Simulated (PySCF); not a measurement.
Finite-field polarisability of Ne (neon, neutral)

[Ne], closed-shell 1S. Computed with PySCF 2.14 in aug-cc-pVQZ with one added diffuse shell each of s, p, d, f, g type (7s6p5d4f3g, 105 functions), with the non-relativistic Hamiltonian (point nucleus). Frozen: 1s2. Energy changes in a uniform field (μhartree):

```tsv
axis	F (au)	HF	MP2	CCSD	CCSD(T)
x	0.0092	-100.719	-114.653	-111.406	-113.420
x	0.0184	-403.100	-458.966	-445.949	-454.031
```

Problem. Derive α along x at CCSD(T) from the two fields.

Solution. With ΔE = −αF²/2 − γF⁴/24, α = −(16 ΔE(F) − ΔE(2F))/(6F²) = 2.679 bohr³.

Problem. And the mean polarisability at each level?

Solution. HF 2.380, MP2 2.708, CCSD 2.632, CCSD(T) 2.679 bohr³. Reference: 2.661 bohr³ (recommended; Schwerdtfeger and Nagle, table of static dipole polarizabilities (2023 update)).

The same two fields give the second hyperpolarisability, to two digits from the fit; its basis error is larger: HF 62, MP2 99, CCSD 90, CCSD(T) 98 au.
